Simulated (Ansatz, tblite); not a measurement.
Cost and result up the ladder for SiHMe2Br (C₂H₇BrSi) (11 atoms). Charge 0, multiplicity 1. Geometry: r2SCAN-D4/def2-SVP.

```xyz
11

Si   -0.1844    0.3745    0.5350
H    -0.6105    0.0702    1.9325
C    -1.3952   -0.3419   -0.6955
H    -2.4119    0.0438   -0.5244
H    -1.4252   -1.4410   -0.6059
H    -1.1022   -0.0883   -1.7267
C     1.5641   -0.2138    0.2346
H     2.2657    0.2405    0.9510
H     1.8963    0.0481   -0.7825
H     1.6224   -1.3099    0.3448
Br   -0.2191    2.6178    0.3372
```

Ansatz on 4 threads of Intel Xeon on a shared host; xTB runs through tblite on one thread. Times are rough, summed over both states, and most runs start from the orbitals of an earlier one. PBE0-D4/def2-TZVP serves as the yardstick here, not as an exact answer. The other state is a doublet.

The xTB rows come from tblite.

Run but left out: PBE-D4/def2-TZVP (charge +1 doublet: an occupied level 0.05 eV above an empty one).

Raw xTB energies of ions are shifted by several eV.

| level | functions | wall time | vertical IE (eV) | difference from PBE0-D4/def2-TZVP (eV) |
| --- | --- | --- | --- | --- |
| GFN2-xTB | 33 | 0.025 s | 14.05 | 3.86 |
| GFN1-xTB | 40 | 0.026 s | 14.51 | 4.32 |
| r2SCAN-D4/def2-TZVP | 189 | 13 s | 10.04 | -0.15 |
| PBE0-D4/def2-TZVP (with forces) | 189 | 14 s | 10.19 | 0.00 |
